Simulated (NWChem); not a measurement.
System: HSeOI; SMILES O[Se]I

NWChem input:

```
start job
memory heap 200 mb stack 900 mb global 1100 mb
geometry units angstroms noautoz
  Se     0.368547     1.314630    -0.010000
  I     -0.017435    -1.194968     0.000549
  O     -1.294930     1.962723     0.086964
  H     -1.641782     1.997041    -0.815933
end
basis spherical
  * library def2-svpd
end
ecp
  I library def2-ecp
end
dft
  xc b3lyp
  iterations 150
end
tddft
  cis
  nroots 6
  notriplet
end
task tddft energy
```

Coordinates come from a PBE0/def2-SVP optimisation. Not confirmed as a minimum by frequencies. def2 effective core potentials on I; no spin-orbit coupling.

Vertical excitations in the gas phase.

Problem. What results follow from this input? (B3LYP/def2-SVPD with def2 effective core potentials on I, TDA.) Quantities: lowest excitation, singlet (eV); oscillator strength of that lowest state; orbital gap (eV).

Solution. 
| Property | Result |
|---|---|
| lowest excitation, singlet (eV) | 2.38 |
| oscillator strength of that lowest state | 0.001 |
| orbital gap (eV) | 3.42 |
